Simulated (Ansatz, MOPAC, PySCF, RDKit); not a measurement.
Noncovalent pair: SiH4 (SMILES [SiH4]) (first 5 atoms) with C2H6 (SMILES CC); geometry from B3LYP-D3(BJ)/def2-TZVP.
(charge 0, multiplicity 1):
```xyz
13

Si    -0.26225    -0.05829     0.21814
H     -0.04980     1.27412     0.82570
H     -1.64617    -0.50910     0.48458
H      0.69437    -1.02383     0.80310
H     -0.04378     0.02656    -1.24400
C      0.88817     0.25644     4.16169
C     -0.55955    -0.18338     3.96615
H      1.38439     0.42601     3.20442
H      1.46259    -0.49923     4.70115
H      0.94652     1.18545     4.73216
H     -1.13515     0.57190     3.42727
H     -1.05636    -0.35273     4.92347
H     -0.61902    -1.11340     3.39726
```

Interaction energies are E(AB) − E(A) − E(B) at the monomers' geometry in the complex; basis-set methods are counterpoise corrected.

Correlated levels freeze the cores. Rows in 6-31G* carry no dispersion term and start afresh at each structure (6-31G* with six Cartesian d functions). The state reached by PM7 isn't checked; PM7 holds dispersion and hydrogen-bond terms.

The values were computed with Ansatz (Gaussian orbitals); MOPAC for PM7 (differences of heats of formation); PySCF for 6-31G* rows, the dispersion terms; RDKit for the force fields. Values without a source in brackets are computed.

```
level                     interaction energy (meV)
------------------------  ------------------------
MMFF94                                        20.9
PM7                                           60.0
HF/6-31G*                                     42.8
BLYP/def2-TZVPPD                              54.6
BLYP-D4/def2-TZVPPD                          -45.2
revPBE/def2-TZVPPD                            49.9
B3LYP-D3(BJ)/def2-TZVPPD                     -57.7
BHLYP-D3(BJ)/def2-TZVPPD                     -56.7
CCSD/aug-cc-pV(D+d)Z                           [?]
```

Problem. Some entries are withheld; supply them.

Solution. 
- CCSD/aug-cc-pV(D+d)Z, interaction energy (meV): -27.9

Ansatz is a first-principles code.
